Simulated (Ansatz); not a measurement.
# Match the barriers

Saddle point of SnH$_{5}$SF, closed shell (SnH₄S ([SH][SnH3]) + HF → SnH₃F ([F][SnH3]) + H₂S; bonds formed: Sn1–F7, S2–H6; bonds broken: Sn1–S2, H6–F7), PBE0-D4/def2-TZVP structure:

```json
{"atom": "Sn1", "x (Å)": "-0.8151", "y (Å)": "-0.3173", "z (Å)": "-0.4279"}
{"atom": "S2", "x (Å)": "1.0209", "y (Å)": "1.4729", "z (Å)": "0.5860"}
{"atom": "H3", "x (Å)": "-1.0778", "y (Å)": "0.7374", "z (Å)": "-1.7339"}
{"atom": "H4", "x (Å)": "-1.7383", "y (Å)": "-0.0618", "z (Å)": "0.9849"}
{"atom": "H5", "x (Å)": "-1.0591", "y (Å)": "-1.9416", "z (Å)": "-0.9093"}
{"atom": "H6", "x (Å)": "1.5225", "y (Å)": "0.0531", "z (Å)": "0.0591"}
{"atom": "F7", "x (Å)": "1.2642", "y (Å)": "-0.9917", "z (Å)": "-0.4111"}
{"atom": "H8", "x (Å)": "0.8828", "y (Å)": "1.0490", "z (Å)": "1.8522"}
```

Program: Ansatz 0.2.0. Basis: def2-TZVPP, with def2-QZVPP for the basis limit. Cores are frozen in the correlated methods. Filled d shells of the heavier atoms are correlated. Core potentials replace the inner electrons of the atoms past krypton. The def2 sets are not built for correlating such inner shells, so the correlated values are less sure here. B3LYP uses VWN-RPA correlation. Extrapolation: Hartree–Fock as exp(−7.88 √X), correlation as X^−2.97. Four methods, as single points on the PBE0-D4 structures, gave these electronic barriers from the start structure: 79.0, 92.9, 110.3, 145.8 kJ/mol.

Q: The methods were, in alphabetical order, B3LYP-D4, BHLYP-D4, BLYP-D4, HF. Which gave which? (Judge from chemistry; the calculation decides.)

A: By the calculation: BLYP-D4 79.0; B3LYP-D4 92.9; BHLYP-D4 110.3; HF 145.8 kJ/mol. For comparison, CCSD(T) at an estimated basis limit (MP2 extrapolated from triple and quadruple zeta, plus CCSD(T) − MP2 in triple zeta) gives 101.9 kJ/mol.

The T1 diagnostic stays at or below 0.014.

Labels in which every atom is bracketed show which atoms are joined, not bond orders.

For scale, one of the runs: CCSD(T)/def2-TZVPP, 193 basis functions, launched by `ansatz run in.yaml --threads 4 --pin off --events-out ev --progress --plain --max-ram 9574MiB`. Hardware: 4 CPU threads of an AMD EPYC, shared host. Wall time 2.1 min; peak host memory 2.4 GiB.
